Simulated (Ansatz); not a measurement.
```yaml
atoms:
  - { symbol: Mg, position_ang: [0.0000, 0.0000, 0.0000] }
  - { symbol: H, position_ang: [0.0000, 0.0000, 3.0960] }
  - { symbol: B, position_ang: [0.0000, 3.1025, -2.6033] }
```

Basis set: pcseg-2 (spherical functions). Charge 0, multiplicity 1.

Computed with Ansatz (development build ahead of 0.2.0); each method stands on the lowest determinant of its kind that the runs found.

The atomization energy at this shape (free ground-state atoms in the same class of orbitals less the molecule, no zero-point energy) of singlet MgBH:

```tsv
method	atomization energy
PBE (unrestricted)	0.30 eV
RHF	-2.66 eV
```

Problem. What does UHF give?

Solution. 0.01 eV. Caution: the shape is not the minimum. Caution for PBE (unrestricted), UHF: the unrestricted determinant is a mixture of spin states. Caution for RHF: an unrestricted determinant lies well below; the molecule lies well above its atoms at this level.
